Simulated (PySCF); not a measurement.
A structure optimised at PBE0-D3(BJ)/def2-SVP, used in a PySCF frequency run:

```
N
H 1 1.0118
B 1 1.4301 2 118.88
O 3 1.3819 1 121.43 2 -13.53
H 4 0.9592 3 112.84 1 -6.23
N 3 1.4178 4 116.75 5 173.25
H 6 1.0073 3 124.75 4 175.87
H 6 1.0090 7 114.55 3 -179.64
C 1 1.4407 2 114.17 3 165.08
H 9 1.1039 1 108.42 2 156.58
H 9 1.1042 10 104.97 1 117.14
C 9 1.5243 10 109.56 11 117.52
H 12 1.1011 9 110.52 10 63.26
H 12 1.1017 13 107.44 9 -121.08
H 12 1.1018 13 108.38 14 -116.34
```

Question: Write its SMILES and formula.

Answer: CCNB(N)O, C₂H₉BN₂O

Question: What are its rotational constants (standard atomic weights)?

Answer: 6.4798, 2.0755, 1.7766 GHz
